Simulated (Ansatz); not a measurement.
Start from `O[SiH2]OCS` and change one atom or group to get `FBOCS`.

Ansatz, PBE0-D4/def2-TZVP geometries, multiplicity 1. Each molecule was computed in one conformer, which needn't be the lowest.

| property | `O[SiH2]OCS` |
| --- | --- |
| LUMO energy (PBE/def2-TZVPP) / eV | -0.89 |
| HOMO–LUMO gap (PBE/def2-TZVPP) / eV | 5.43 |
| LUMO energy (PBE0/def2-TZVPP) / eV | 0.06 |
| LUMO energy (ωB97M-V/def2-TZVPP) / eV | 1.86 |
| HOMO energy (B3LYP/def2-TZVPP) / eV | -7.35 |
| HOMO–LUMO gap (PBE0/def2-TZVPP) / eV | 7.65 |

**Question.** What does the change do to each property? (Best estimate.)

**Answer.** Computed: 
```
                             property  `FBOCS`  shift
    LUMO energy (PBE/def2-TZVPP) / eV    -1.07  -0.18
  HOMO–LUMO gap (PBE/def2-TZVPP) / eV     5.18  -0.25
   LUMO energy (PBE0/def2-TZVPP) / eV    -0.06  -0.12
LUMO energy (ωB97M-V/def2-TZVPP) / eV     1.85  -0.01
  HOMO energy (B3LYP/def2-TZVPP) / eV    -7.27   0.08
 HOMO–LUMO gap (PBE0/def2-TZVPP) / eV     7.46  -0.19
```

With PBE0 the HOMO rises by 0.07 eV and the LUMO falls by 0.12 eV, so the gap narrows by about 0.19 eV. PBE moves the HOMO by 0.07 eV and ωB97M-V by 0.08 eV.

B3LYP here is the variant with VWN-RPA as its local correlation; programs differ in this.
